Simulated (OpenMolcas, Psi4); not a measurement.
**CHClGeNO (SMILES O=C=[N][GeH][Cl]): the dipole moment, rung by rung**

CHClGeNO has 6 atoms, charge 0, and is taken as a doublet. SMILES: `O=C=[N][GeH][Cl]`. Geometry: relaxed at PBE0-D4/def2-TZVP. This is one conformer, not always the lowest.

```xyz
6

O     0.0241   -1.6171   -2.2451
C    -0.2429   -1.0200   -1.2847
N    -0.5752   -0.4543   -0.2730
Ge   -0.1533    1.0673    0.6511
Cl    1.9469    0.9762    1.1328
H    -0.9577    0.9839    1.9727
```

Quantity: the dipole moment, in D. The values are calculated.

| level | kind | program | value (D) |
| --- | --- | --- | --- |
| UHF/def2-SVP | Hartree–Fock | OpenMolcas | 2.80 |
| UHF/def2-SVP (density fitting) | Hartree–Fock | Psi4 | 2.80 |
| U-revPBE/def2-SVP | GGA | OpenMolcas | 1.87 |
| UBLYP/def2-SVP | GGA | OpenMolcas | 1.80 |
| U-r2SCAN/def2-SVP | meta-GGA | OpenMolcas | 2.13 |
| UM06-L/def2-SVP | meta-GGA | OpenMolcas | 2.21 |
| UTPSS/def2-SVP | meta-GGA | OpenMolcas | 1.93 |
| UPBE0/def2-SVP | global hybrid | OpenMolcas | 2.21 |

All-electron rows without a relativistic Hamiltonian named are non-relativistic. The values span 1.80 to 2.80 D. Magnitudes only.
